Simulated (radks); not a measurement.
Question: Isoelectronic series with 8 electrons, all held in the configuration [He] 2s2 2p4, which need not be the ground one along the series. Method: Dirac Kohn-Sham, BLYP, spin-unpolarised, spherical densities, finite nucleus; open shells fill j = l - 1/2 first; Fermi nuclear charge, rms radius of each element as measured or else 0.836 A^(1/3) + 0.57 fm; computed with a radial shooting solver on a logarithmic mesh with Libxc functionals. Total energies (hartree) and mean radii <r> (bohr):

ion    E (hartree)   2p3/2   2p1/2
O        -75.08136   1.268   1.266
Ne2+    -126.70592  0.8123  0.8106
Mg4+    -192.46428  0.6065  0.6049
Si6+    -272.37295  0.4856  0.4839
S8+     -366.47501  0.4055  0.4036
Ar10+   -474.82770  0.3482  0.3462
Ti14+   -734.57050  0.2717  0.2694
Cr16+   -886.12967  0.2448  0.2423
Fe18+  -1052.27748  0.2228  0.2201
Ni20+  -1233.12519  0.2044  0.2015
Zn22+  -1428.79444  0.1888  0.1857
Ge24+  -1639.41911  0.1753  0.1721
Se26+  -1865.14540  0.1637  0.1603
Kr28+  -2106.13131  0.1535  0.1499
Sr30+  -2362.54823  0.1445  0.1407
Zr32+  -2634.58095  0.1364  0.1325
Mo34+  -2922.42686  0.1292  0.1251
Ru36+  -3226.30392  0.1227  0.1184

Estimate the row of Ca12+.

Answer: E (hartree) -597.49979; 2p3/2 0.3052; 2p1/2 0.3030.
